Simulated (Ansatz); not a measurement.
**How methods differ on GeH2Cl (SMILES [Cl][GeH2])**

GeH2Cl has 4 atoms, charge 0, and is taken as a doublet. As SMILES, `[Cl][GeH2]`. Geometry: optimised at B3LYP/def2-SVP.

Each level gives the adiabatic ionisation energy (to the singlet cation, shapes relaxed at B3LYP/def2-SVP, no zero-point term) (eV). The values are calculated.

```json
{"level": "USVWN5/def2-TZVPP", "kind": "LDA", "program": "Ansatz", "value (eV)": "7.96", "less CCSD(T)/def2-TZVPP": "+0.07", "CPU time (all runs)": "3.7 s"}
{"level": "UBLYP/def2-TZVPP", "kind": "GGA", "program": "Ansatz", "value (eV)": "7.84", "less CCSD(T)/def2-TZVPP": "-0.05", "CPU time (all runs)": "5.8 s"}
{"level": "U-r2SCAN/def2-TZVPP", "kind": "meta-GGA", "program": "Ansatz", "value (eV)": "8.09", "less CCSD(T)/def2-TZVPP": "+0.20", "CPU time (all runs)": "15 s"}
{"level": "U-wB97M-V/def2-TZVPP", "kind": "range-separated hybrid", "program": "Ansatz", "value (eV)": "7.91", "less CCSD(T)/def2-TZVPP": "+0.02", "CPU time (all runs)": "28 s"}
{"level": "UCAM-B3LYP/def2-TZVPP", "kind": "range-separated hybrid", "program": "Ansatz", "value (eV)": "8.05", "less CCSD(T)/def2-TZVPP": "+0.16", "CPU time (all runs)": "13 s"}
{"level": "RPA@PBE/def2-TZVPP", "kind": "RPA", "program": "Ansatz", "value (eV)": "8.14", "less CCSD(T)/def2-TZVPP": "+0.25", "CPU time (all runs)": "16 s"}
{"level": "UMP2/def2-TZVPP", "kind": "perturbation theory", "program": "Ansatz", "value (eV)": "7.83", "less CCSD(T)/def2-TZVPP": "-0.06", "CPU time (all runs)": "8.7 s"}
{"level": "UCCSD(T)/def2-TZVPP", "kind": "coupled cluster or CI", "program": "Ansatz", "value (eV)": "7.89", "less CCSD(T)/def2-TZVPP": "0.00", "CPU time (all runs)": "45 s"}
```

UCCSD(T)/def2-TZVPP is the highest level here, not the true value. All-electron rows without a relativistic Hamiltonian named are non-relativistic. The values span 7.83 to 8.14 eV. In the correlated wave-function rows the outer d shell of Ge is correlated, in sets not made for it. Times are those of the runs behind each value, whatever else they computed, on shared processors of several kinds: orders of magnitude only.
